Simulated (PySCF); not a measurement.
## Interval between two levels of Mn⁺ by level of theory

Mn⁺ [Ar] 3d5 4s1 [7S3, M_J = 3] → Mn⁺ [Ar] 3d5 4p1 [7P4, M_J = 4], as a difference of total energies. Calculation: PySCF 2.14, in x2c-TZVPall-2c; the two-component X2C-1e Hamiltonian. Correlated levels: [Ne] frozen; the 6 highest virtual spinors dropped. "Screened" scales the spin-orbit matrix elements by Boettger's factors to mimic the two-electron term; Breit and QED terms are absent.

```tsv
method	interval between two levels (cm⁻¹)	error (cm⁻¹)
GHF (spin-free)	36497	-2310
GMP2 (spin-free)	38726	-81
GHF (screened spin-orbit)	36668	-2139
GMP2 (screened spin-orbit)	38920	+113
```

Reference: 38807 cm⁻¹ (measured; NIST Handbook of Basic Atomic Spectroscopic Data (Sansonetti and Martin, J. Phys. Chem. Ref. Data 34, 1559 (2005))).

Errors of the correlated levels include the incompleteness of this basis and the frozen core.

The labels give the starting determinants; with spin-orbit coupling the two ends relaxed to ⟨J²⟩ = 12.00, ⟨L²⟩ = 0.00, ⟨S²⟩ = 12.00 and ⟨J²⟩ = 20.00, ⟨L²⟩ = 2.00, ⟨S²⟩ = 12.00.
